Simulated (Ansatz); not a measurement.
```yaml
crystal:
  periodic: [true, true, true]
  atoms:
    - {symbol: Si, position_ang: [1.409405, -0.081660, 0.887535]}
    - {symbol: O, position_ang: [0.207085, 0.075188, 0.026343]}
    - {symbol: Al, position_ang: [-1.295722, 0.530382, -0.689070]}
    - {symbol: S, position_ang: [-2.565801, -0.657649, -1.621119]}
    - {symbol: Br, position_ang: [-1.638613, 2.852329, -0.839383]}
    - {symbol: H, position_ang: [2.546355, 0.950200, 0.408063]}
    - {symbol: H, position_ang: [1.129122, 0.020721, 2.324667]}
    - {symbol: H, position_ang: [2.031001, -1.719855, 0.850604]}
    - {symbol: H, position_ang: [-1.867796, -1.829134, -1.353985]}
basis:
  gaussian: {orbitals: cc-pVDZ}
hamiltonian: {xc: {name: RPBE}}
accuracy: high
output: {forces: true}
```

```sh
$ ansatz run in.yaml --threads 4 --pin off --events-out ev --progress --plain --max-ram 10444MiB
```

Output, abridged:

```
Error: YAML parse error: error: line 2 column 3: crystal: missing field `lattice` (a structure is typed as `lattice` and `atoms`, a molecule's as `atoms` in Å alone, or read from a run's directory, `checkpoint`)
 --> <input>:2:3
1 | crystal:
2 |   periodic: [true, true, true]
3 |   atoms:
4 |     - {symbol: Si, position_ang: [1.409405, -0.081660, 0.887535]}
```

(1) What is wrong with this run?

Answers

(1) The molecule is marked periodic without a cell. The program refused the input.
